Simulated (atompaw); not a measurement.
# Scattering properties, PAW (atompaw) potential for La (Z = 57)

lanthanum (La), PAW, made with atompaw 4.2.0.5 (PBEsol, scalar-relativistic). Core [Kr] 4d10 5s2, reference 4f0 5p6 5d1 6s2 6p0. Waves: 6s (bound): rc 3.00 bohr; 6s channel at 0.9 Ry: rc 3.00 bohr; 5p (bound): rc 2.90 bohr; 6p (bound, empty): rc 3.00 bohr; 5d (bound): rc 3.00 bohr; 5d channel at 1 Ry: rc 3.00 bohr; 4f (bound, empty): rc 1.55 bohr; 4f channel at 0.1 Ry: rc 1.55 bohr. Local part: troulliermartins scheme with l = 4 at 0 Ry, radius 2.95 bohr. Core correction: smooth core density matched at 2.30 bohr. Augmentation charge: sinc compensation charge, radius 2.70 bohr; PAW radius 3.00 bohr; waves and projectors: custom polynom vanderbiltortho.

The phase is arctan(r·u′/u) with u = r·R(r), unwrapped; energies in Ry, scanned from -4 to 5 Ry. A pole is an energy at which the radial function vanishes at the test radius. The pseudo phase is shifted by a multiple of π to meet the all-electron one at the reference energy, and phase errors are pseudo minus all-electron; the curves can meet again beyond the range given. Levels narrower than the energy grid can be missing from the lists of poles.

Task: For each channel, where are the poles, and over which energies does the pseudopotential scatter like the atom?

Result:

```tsv
channel	radius (bohr)	reference energy (Ry)	poles, all-electron	poles, pseudo	unbroken range about the reference energy with phases within 0.05 rad	phase error 1 Ry above the reference energy (rad)
s	3.00	-0.27	-2.76, 2.93	-2.94, 2.88	-2.6 to 4.4	-0.000
p	3.00	-0.10	-1.40, 4.15	-1.40, 3.86	below 4.9	-0.005
d	3.00	-0.23	0.64	0.64	the whole range	+0.000
f	3.00	-0.32	-0.26, 3.25	-0.26, 3.39	below 4.4	+0.000
```

Note: ghost state, extra bound levels that the all-electron valence spectrum of the same l lacks: s at -41.5 eV. A true bound ghost makes a file unfit for plane-wave use.

Phases in the d channel:

```
E (Ry)  all-electron  pseudo
 -4.00         1.395   1.396
 -3.76         1.389   1.389
 -3.52         1.382   1.382
 -3.28         1.374   1.374
 -3.04         1.365   1.365
 -2.80         1.354   1.355
 -2.56         1.342   1.342
 -2.32         1.327   1.327
 -2.08         1.309   1.309
 -1.84         1.285   1.285
 -1.60         1.254   1.254
 -1.36         1.210   1.210
 -1.12         1.143   1.143
 -0.88         1.026   1.026
 -0.64         0.773   0.773
 -0.40         0.083   0.083
 -0.16        -0.882  -0.882
  0.08        -1.287  -1.287
  0.32        -1.455  -1.455
  0.56        -1.547  -1.547
  0.80        -1.610  -1.610
  1.04        -1.659  -1.659
  1.28        -1.703  -1.703
  1.52        -1.748  -1.747
  1.76        -1.797  -1.797
  2.00        -1.859  -1.858
  2.24        -1.943  -1.942
  2.48        -2.074  -2.072
  2.72        -2.308  -2.302
  2.96        -2.773  -2.757
  3.20        -3.482  -3.459
  3.44        -3.994  -3.978
  3.68        -4.250  -4.240
  3.92        -4.388  -4.381
  4.16        -4.473  -4.467
  4.40        -4.530  -4.525
  4.64        -4.572  -4.568
  4.88        -4.604  -4.600
```
